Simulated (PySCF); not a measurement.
# Si (silicon, neutral) across methods

[Ne] 3s2 3p2, high-spin 3P determinant. Calculation: PySCF 2.14, in x2c-TZVPPall with one added diffuse shell each of s, p, d type (6s6p4d1f, 51 functions); the spin-free X2C one-electron Hamiltonian (Gaussian nucleus).

```
 method  E (hartree)  mean ε 3s α (eV)  mean ε 3s β (eV)  mean ε 3p α (eV)  Σ⟨r²⟩ (bohr²)   ⟨S²⟩
 r2SCAN    -289.9493           -11.719            -9.802            -4.908          31.78  2.010
   BP86    -290.0090           -11.347            -9.932            -4.648          31.96  2.004
   BLYP    -289.9906           -11.036            -9.758            -4.313          32.20  2.003
    LDA    -288.8084           -11.345            -9.928            -4.568          32.13  2.002
LC-wPBE    -289.8813           -16.114           -13.413            -8.197          31.37  2.008
    UHF   -289.45436           -16.923           -12.661            -8.188          32.19  2.015
    PBE    -289.8344           -11.268            -9.746            -4.598          32.02  2.004
   PBE0    -289.8586           -12.841           -10.761            -5.620          31.80  2.006
wB97M-V    -289.9563           -15.101           -13.273            -7.282          32.44  2.002
```
